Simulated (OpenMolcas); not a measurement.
Ionisation energies of tungsten

```json
{
  "Program": "OpenMolcas 26.06",
  "Basis": "ANO-R2 [8s6p5d3f2g]",
  "Scalar Hamiltonian": "X2C, finite nucleus",
  "Spin-orbit coupling": "state interaction with AMFI integrals over the reference wave functions, term energies averaged over their components"
}
```

Active shells in each charge state: the valence d shell, with orbitals averaged over the low states. Where CASPT2's correlated closed shells are named, they are those of the first ion.

A. CASSCF
B. SS-CASPT2, IPEA 0.25 Eh, imaginary shift 0.1 Eh (closed shells correlated: 5s 5p)
C. SS-CASPT2, IPEA 0.25 Eh, imaginary shift 0.1 Eh (closed shells correlated: none)
D. SS-CASPT2, IPEA 0 Eh, imaginary shift 0.1 Eh (closed shells correlated: 5s 5p)
E. SS-CASPT2, IPEA 0.25 Eh, imaginary shift 0.1 Eh (closed shells correlated: 4f 5s 5p)

Energies in eV between the lowest computed levels, named as in B; reference values from the NIST Atomic Spectra Database with their kind.

```tsv
From	To	A	B	C	D	E	Spin-orbit share in B	Reference
W2+ 5d4 5D0	W3+ 5d3 4F 3/2	24.613	25.399	25.066	25.482	25.646	-0.253	26.000 (semi-empirical)
W3+ 5d3 4F 3/2	W4+ 5d2 3F2	36.754	37.337	36.976	37.397	37.629	-0.335	38.200 (semi-empirical)
W4+ 5d2 3F2	W5+ 5d 2D 3/2	50.382	50.972	50.525	51.031	51.318	+0.350	51.600 (semi-empirical)
W5+ 5d 2D 3/2	W6+ 5p6 1S0	63.589	64.093	63.589	64.137	64.472	+0.708	64.770 (semi-empirical)
```

The lowest level within the active space need not be the ion's true ground level.
